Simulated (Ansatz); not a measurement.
# Two structures, one formula

The two ends of one reaction step of BNH$_{2}$ClF, singlet (PBE0-D4/def2-TZVP).

A:

| atom | x (Å) | y (Å) | z (Å) |
| --- | --- | --- | --- |
| B1 | 0.5602 | 0.2283 | 0.0837 |
| Cl2 | 0.6282 | 1.9315 | 0.5442 |
| N3 | -0.6527 | -0.4090 | -0.1358 |
| H4 | -1.5354 | 0.0592 | -0.0448 |
| F5 | 1.7049 | -0.4321 | -0.0488 |
| H6 | -0.7050 | -1.3779 | -0.3985 |

B:

```json
{"atom": "B1", "x (Å)": "0.9498", "y (Å)": "-0.8273", "z (Å)": "-0.1855"}
{"atom": "Cl2", "x (Å)": "-0.9870", "y (Å)": "2.3355", "z (Å)": "0.5896"}
{"atom": "N3", "x (Å)": "-0.2940", "y (Å)": "-0.7255", "z (Å)": "-0.2067"}
{"atom": "H4", "x (Å)": "-0.6873", "y (Å)": "1.1071", "z (Å)": "0.2706"}
{"atom": "F5", "x (Å)": "2.2324", "y (Å)": "-0.8091", "z (Å)": "-0.1306"}
{"atom": "H6", "x (Å)": "-1.2138", "y (Å)": "-1.0807", "z (Å)": "-0.3375"}
```

Program: Ansatz 0.2.0. Basis: def2-TZVPP. Cores are frozen in the correlated methods. B3LYP uses VWN-RPA correlation.

Problem. Which structure is lower at CCSD(T), and by how much? (An estimate is asked for; the value comes from the calculation.)

Solution. Computed: A, by 63.22 kcal/mol (electronic energy, against the other). By their contacts, A is BNH₂ClF ([NH2][B]([F])[Cl]) and B is a complex of BNHF ([NH][B][F]) + HCl.

All methods give the same order:

```tsv
method	E(B) − E(A) (kcal/mol)
SPW92	65.77
PBE-D4	61.42
BLYP-D4	57.04
r2SCAN-D4	64.82
B97M-V	63.87
PBE0-D4	65.47
B3LYP-D4	60.93
r2SCAN0-D4	67.28
BHLYP-D4	65.50
CAM-B3LYP-D4	63.19
wB97X-V	65.73
wB97M-V	64.09
B2PLYP	61.53
PBE-QIDH	66.98
RPA on PBE	61.98
HF	66.61
MP2	63.04
CCSD	64.06
CCSD(T)	63.22
```

The T1 diagnostic stays at or below 0.012.

Labels in which every atom is bracketed show which atoms are joined, not bond orders.

For scale, one of the runs: CCSD(T)/def2-TZVPP, 163 basis functions, launched by `ansatz run in.yaml --threads 2 --pin off --events-out ev --progress --plain --max-ram 4352MiB`. Hardware: 2 CPU threads of an Arm Neoverse V2, shared host. Wall time 25 s; peak host memory 1.3 GiB.
